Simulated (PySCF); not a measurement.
An unknown gives this computed stick spectrum. Computed with TDDFT CAM-B3LYP/def2-SVPD, vertical, gas phase, core orbitals frozen in the response (PySCF). Geometries: GFN2-xTB, one conformer each.

| state | ν̃ (cm⁻¹) | f | main configurations (H = HOMO, L = LUMO) |
| --- | --- | --- | --- |
| S1 | 43070 | 0.073 | H→L (92%) |
| S2 | 45420 | 0.121 | H-1→L (82%), H→L+3 (9%) |
| S3 | 48590 | 0.0024 | H→L+1 (75%) |
| S4 | 51250 | 0.0008 | H-1→L+1 (71%) |
| S5 | 54000 | 0.461 | H→L+3 (37%), H→L+2 (32%), H-1→L (8%) |
| S6 | 54900 | 0.026 | H→L+2 (43%), H→L+3 (31%), H→L+4 (11%) |
| S7 | 55570 | 0.0030 | H-2→L (67%) |
| S8 | 57400 | 0.0013 | H→L+7 (28%), H→L+8 (13%), H-2→L (9%) |

Triplets computed (Tamm–Dancoff): 3.48, 4.42, 5.18 eV.

Task: Which candidate is it? All have the formula C7H7NS.
A. `C=NC1=CC=CC=C1S`
B. `N#C[C@@]12[C@H]3[C@@H](S)[C@@H]1C[C@H]32`
C. `s1c(cc(c1)C#N)CC`
D. `CNC(=S)C#CC1=CC1`

Result: C. Its S1 lies at 5.34 eV; the nearest of the others has S1 at 5.61 eV. S1 is HOMO→LUMO (92%). Löwdin shares by element: HOMO carbon 68% or more (atoms not listed hold the other 32%); LUMO carbon 51% or more, sulfur 21% (atoms not listed hold the other 28%). At the same level the other candidates give, for their lowest levels:
- `CNC(=S)C#CC1=CC1`: 2.74 eV (f 0.003); 3.92 eV (f 0.083); 4.27 eV (f 0.059); 4.55 eV (f 0.078); 4.71 eV (f 0.159); T1 2.41 eV; HOMO -7.36, LUMO -1.09 eV
- `C=Nc1ccccc1S`: 3.93 eV (f 0.068); 4.51 eV (f 0.010); 5.16 eV (f 0.118); 5.54 eV (f 0.012); 5.62 eV (f 0.369); T1 3.10 eV; HOMO -7.34, LUMO -0.55 eV
- `N#C[C@@]12[C@H]3[C@@H](S)[C@@H]1C[C@H]32`: 5.61 eV (f 0.005); 6.35 eV (f 0.003); 6.40 eV (f 0.035); 6.89 eV (f 0.004); 6.91 eV (f 0.035); T1 5.16 eV; HOMO -8.44, LUMO 0.87 eV

Conformer computed: `[CH3:1][CH2:2][c:3]1[cH:4][c:5]([C:6]#[N:7])[cH:8][s:9]1`: C1–C2–C3–C4 106°.
